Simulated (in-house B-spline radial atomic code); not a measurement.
Configurations of Dy5+, with energies counted from [Kr] 4d10 4f8 5s2 5p5. All numbers are computed (Dirac-Hartree-Fock, average of configuration; Fermi nucleus of rms radius 5.2218 fm) with a B-spline radial code for spherical atoms, not measured. Energies include first-order Breit, QED and recoil terms.

Occupations are held fixed; configurations that lie above the ionisation limit could autoionise.

```
            configuration  E - E(ref) (eV)  highest orbital  its <r> (bohr)
[Kr] 4d10 4f7 5s2 5p5 6d1           50.064            6d5/2           3.733
[Kr] 4d10 4f7 5s2 5p5 7s1           52.434            7s1/2           4.511
[Kr] 4d10 4f7 5s2 5p5 5g1           60.293            5g7/2           4.508
[Kr] 4d10 4f8 5s2 5p4 7s1           63.408            7s1/2           4.543
[Kr] 4d10 4f8 5s2 5p4 8s1           72.968            8s1/2            6.93
[Kr] 4d10 4f8 5s2 5p4 7g1            80.69            7g7/2           10.43
```

(1) Order these further configurations by energy, lowest first.
A. [Kr] 4d10 4f8 5s2 5p4 8d1
B. [Kr] 4d10 4f7 5s2 5p5 9s1
C. [Kr] 4d10 4f7 5s2 5p5 8d1
D. [Kr] 4d10 4f7 5s2 5p5 9g1
E. [Kr] 4d10 4f8 5s2 5p4 5d1

(2) How far above the reference does [Kr] 4d10 4f8 5s2 5p4 9g1 lie?

(3) How far above the reference does [Kr] 4d10 4f8 5s2 5p4 6g1 lie?

Answers

(1) E (33.995 eV), C (66.819 eV), B (67.419 eV), D (73.91 eV), A (77.668 eV).

(2) 84.677 eV; its least bound orbital is 9g7/2 with <r> = 18.38 bohr.

(3) 77.055 eV; its least bound orbital is 6g7/2 with <r> = 7.217 bohr.
